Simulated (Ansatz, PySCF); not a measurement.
This PySCF input computes a SVWN5/def2-TZVPD energy:

```python
from pyscf import gto, scf, dft

mol = gto.M(
    atom='''
    Se   -0.21872388   -0.12695634    0.22222286
    H    -0.59605512   -1.20668829   -0.73806274
    F     0.79757714    0.72198944   -0.84885284
    H     0.85447295   -0.97470113    0.82216094
    ''',
    basis='def2-tzvpd',
    charge=1,
    spin=0,
    verbose=4,
)

mf = dft.RKS(mol, xc='svwn').density_fit(auxbasis='def2-universal-jkfit')
mf.grids.level = 3
mf.conv_tol = 1e-9
mf.max_cycle = 100
mf.max_memory = 1500
mf.kernel()
if not mf.converged:
    mf = mf.newton()
    mf.kernel(mf.make_rdm1())
mf.analyze()
```

### Question
Write an input for the same energy in Ansatz (an electronic-structure program) and say what it gives.

### Answer

Ansatz 0.2 input:
```yaml
crystal:
  periodic: [false, false, false]
  atoms:
    - {symbol: Se, position_ang: [-0.21872388, -0.12695634, 0.22222286]}
    - {symbol: H, position_ang: [-0.59605512, -1.20668829, -0.73806274]}
    - {symbol: F, position_ang: [0.79757714, 0.72198944, -0.84885284]}
    - {symbol: H, position_ang: [0.85447295, -0.97470113, 0.82216094]}
basis:
  gaussian:
    orbitals: def2-TZVPD
hamiltonian:
  xc: {name: SVWN5}
total_charge: 1
output: {forces: true}
```
It gives -2498.22559 Eh, and PySCF -2498.22562 Eh, a difference of 0.03 mEh, from the treatment of integrals and grids.

It need not be the lowest isomer of its formula.
